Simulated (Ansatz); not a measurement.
C$_{2}$H$_{7}$BN (`B[N]CC`) radical. The species carries charge 0 and has multiplicity 2.

```xyz
11

B    -1.469    0.159    1.542
N    -0.408    0.290    0.746
C     0.782    0.095    0.047
C     0.593   -0.180   -1.436
H    -2.287    1.037    1.635
H    -1.601   -0.864    2.174
H     1.444    0.959    0.197
H     1.307   -0.751    0.523
H     1.560   -0.335   -1.920
H     0.097    0.661   -1.923
H    -0.019   -1.072   -1.586
```

Task: What are the harmonic wavenumbers in cm⁻¹ at PBE0-D4/def2-TZVP (Ansatz, finite differences of forces, unscaled)? (Best estimate.)

Result: The calculation gave: 102, 119, 146, 256, 441, 738, 788, 830, 907, 1016, 1097, 1108, 1128, 1274, 1366, 1402, 1427, 1480, 1492, 1603, 2481, 2559, 2956, 3013, 3058, 3138, 3143.

Task: Is this a minimum?

Result: Yes, all 27 modes are real.

Task: Give the ideal-gas thermochemistry at 298.15 K and 1 bar (rigid rotor, harmonic oscillator; point group C1, symmetry number 1).

Result: Zero-point energy 233.7 kJ/mol; H(298) − E = 252.2 kJ/mol; entropy 319.8 J/(mol·K), of which translation 159.0, rotation 100.9, vibration 54.2, electronic 5.8; G(298) − E = 156.9 kJ/mol.

Task: And at 400, 500, 600, 800 and 1000 K?

Result: 
| T (K) | H − E (kJ/mol) | S (J/mol/K) | G − E (kJ/mol) |
| --- | --- | --- | --- |
| 400 | 262.3 | 348.8 | 122.8 |
| 500 | 274.2 | 375.3 | 86.6 |
| 600 | 287.8 | 400.1 | 47.8 |
| 800 | 319.4 | 445.2 | -36.8 |
| 1000 | 355.3 | 485.3 | -130.0 |
